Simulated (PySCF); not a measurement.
**Dipole response of Ti²⁺ (titanium, charge +2)**

[Ar] 3d2, high-spin 3F determinant. All numbers are calculated (PySCF 2.14, scalar relativity by spin-free X2C-1e, in aug-cc-pVQZ-DK (9s8p6d4f3g2h, 140 functions)). Coupled (time-dependent) response in atomic units; α is the mean over directions.

```tsv
method	mean α (bohr³)	C₆ (like pair)	S(−4)
UHF	4.303	13.06	12.31
```

S(−4) is the Cauchy moment in α(ω) = α(0) + S(−4) ω² + …

α(iu) at UHF:

```
u (hartree)  α(iu) (bohr³)
          0          4.303
     0.0500          4.273
      0.100          4.187
      0.200          3.908
      0.300          3.581
      0.500          2.999
      0.750          2.453
       1.00          2.041
       1.50          1.455
       2.00          1.072
       3.00         0.6348
       5.00         0.2908
```

For an ion, C₆ is the dispersion term alone; charge-induced terms of lower order in 1/R come first.
